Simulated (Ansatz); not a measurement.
Calculated with Ansatz (gas phase, PBE0-D4/def2-TZVP geometries, no zero-point term in ΔE). CCSD(T)/CBS is the MP2 limit (def2-TZVPP, def2-QZVPP) plus CCSD(T) − MP2 in def2-TZVPP, frozen cores. This one scheme is used for every species. Functionals use def2-TZVPP. B3LYP here is the variant with VWN-RPA as its local correlation; programs differ in this. HSE06 is defined as in plane-wave codes. One conformer a species, not always the lowest.

Reaction (formal exchange of groups at a B–N bond): `BN[SiH3]` + `SC1=CC1` → `BC1=C(S)C1` + `N[SiH3]`

`BN[SiH3]`:

```xyz
9

B     1.165    1.002   -0.261
N     0.052    0.230   -0.610
Si   -0.861   -0.819    0.444
H     1.563    0.968    0.868
H     1.698    1.682   -1.091
H    -0.254    0.286   -1.572
H    -2.282   -0.384    0.503
H    -0.245   -0.750    1.787
H    -0.836   -2.215   -0.067
```

`SC1=CC1`:

Z-matrix (Å, degrees):
```
C
C 1 1.493
C 1 1.499 2 51.2
H 1 1.092 2 119.1 3 106.6
H 1 1.092 2 119.1 3 -106.6
S 2 1.707 1 145.9 3 -179.9
H 3 1.075 1 145.7 2 179.9
H 6 1.342 2 96.3 1 -0.2
```

`BC1=C(S)C1`:

Z-matrix (Å, degrees):
```
C
C 1 1.476
C 1 1.518 2 52.3
H 1 1.090 2 118.6 3 -107.1
H 1 1.090 2 118.6 3 107.1
S 2 1.683 1 141.4 3 -180.0
B 3 1.501 1 150.0 2 180.0
H 6 1.347 2 97.3 1 180.0
H 7 1.198 3 118.9 1 180.0
H 7 1.195 3 121.2 1 -0.0
```

`N[SiH3]`:

Z-matrix (Å, degrees):
```
Si
N 1 1.720
H 1 1.486 2 107.9
H 1 1.494 2 116.0 3 -120.3
H 1 1.486 2 107.9 3 119.4
H 2 1.007 1 119.6 3 -168.6
H 2 1.007 1 119.6 3 49.2
```

```csv
level,ΔE (kJ/mol),difference from CCSD(T)/CBS
LDA (SPW92),75.9,-8.0
PBE-D4,69.9,-14.0
revPBE-D4,68.5,-15.4
BLYP-D4,70.9,-13.0
r2SCAN-D4,70.5,-13.4
B97M-V,66.7,-17.2
PBE0-D4,74.7,-9.2
B3LYP-D4,75.1,-8.8
r2SCANh-D4,72.5,-11.4
r2SCAN0-D4,75.5,-8.4
BHLYP-D4,80.0,-3.9
CAM-B3LYP-D4,82.4,-1.5
ωB97X-V,83.2,-0.7
ωB97M-V,83.5,-0.4
B2PLYP,78.1,-5.8
PBE-QIDH,79.6,-4.3
PBE,70.2,-13.7
revPBE,67.7,-16.2
BLYP,71.1,-12.8
r2SCAN,70.7,-13.2
PBE0,75.1,-8.8
B3LYP,75.4,-8.5
r2SCAN0,75.8,-8.1
HSE06,74.6,-9.3
CAM-B3LYP,82.9,-1.0
LC-ωPBE,86.6,2.7
RPA@PBE/def2-TZVPP,83.0,-0.9
HF/def2-SVP,91.9,8.0
MP2/def2-SVP,94.7,10.8
CCSD/def2-SVP,100.0,16.1
CCSD(T)/def2-SVP,98.6,14.7
MP2/def2-TZVPP,81.1,-2.8
SCS-MP2/def2-TZVPP,83.6,-0.3
CCSD/def2-TZVPP,86.2,2.3
CCSD(T)/def2-TZVPP,84.5,0.6
HF/def2-QZVPP,83.2,-0.7
MP2/def2-QZVPP,80.8,-3.1
SCS-MP2/def2-QZVPP,83.3,-0.6
HF/CBS(def2),83.2,-0.7
CCSD/CBS(def2),85.6,1.7
CCSD(T)/CBS,83.9,0
```

**Question.** What do rigid-rotor, harmonic-oscillator terms from PBE0-D4/def2-TZVP frequencies (298.15 K, 1 bar) make of the CCSD(T)/CBS value? (Estimate.)

**Answer.** Ansatz gave: ΔZPE = -3.9 kJ/mol, ΔH = +81.3 kJ/mol, ΔS = 2 J/(mol·K), ΔG = +80.7 kJ/mol.

Largest T1 diagnostic among the species: 0.013.

From r2SCAN to r2SCAN0 (25 % exact exchange), in def2-TZVPP and without D4, ΔE moves by +5.1 kJ/mol. At CCSD(T), def2-SVP lies +14.7 kJ/mol from the extrapolated value and def2-TZVPP +0.6 kJ/mol. Leaving LDA and LC-ωPBE aside and taking each functional with its dispersion term where it has one, the values spread over 16.9 kJ/mol, from B97M-V to ωB97M-V. LDA lies +5.7 kJ/mol from PBE without D4.
